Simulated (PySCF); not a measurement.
Silylselanylsilane, H6SeSi2.
SMILES with atom numbers: `[SiH3:1][Se:2][SiH3:3]` (hydrogens: H4, H5, H6 on Si1; H7, H8, H9 on Si3)

A GFN2-xTB structure with every atom displaced at random (by about 0.01 Å) was refined with PBE0-D3(BJ)/def2-SVP geometry optimisation, gas phase in PySCF. Values at the start:

| coordinate | start |
| --- | --- |
| Si1–Se2 | 2.308 Å |
| Si1–H4 | 1.435 Å |
| Si3–H8 | 1.426 Å |
| Si1–Se2–Si3 | 102.2° |
| Se2–Si1–H4 | 109.1° |
| Se2–Si1–H5 | 103.0° |
| H4–Si1–H5 | 113.0° |

How do these coordinates change at the PBE0-D3(BJ)/def2-SVP level?

```tsv
coordinate	PBE0-D3(BJ)/def2-SVP (Å or °)	change
Si3–H8	1.490	+0.064
Si1–H4	1.494	+0.059
Si1–Se2	2.286	-0.022
Si1–Se2–Si3	95.7	-6.5
Se2–Si1–H5	106.0	+3.0
H4–Si1–H5	110.1	-2.9
Se2–Si1–H4	110.9	+1.8
```

The energy falls by 17.4 kJ/mol over 5 energy and gradient evaluations, the largest force component goes from 0.0304 to 1.9e-04 Eh/bohr, and the atoms move by 0.101 Å rms after alignment. The bond that changes most is Si3–H8 (SiH3 silicon to Si–H hydrogen), which lengthens by 0.064 Å. Bonds longer at the end by more than 0.005 Å: 6 of 8; shorter: 1. Rotational constants go from 5910, 2364, 1758 to 5285, 2593, 1814 MHz.

The run used 98 basis functions and 30 SCF cycles in all. Hardware: one thread of an Arm Neoverse V1, shared host. Cost: 20 s, 0.40 GiB resident at most.

No frequency check.
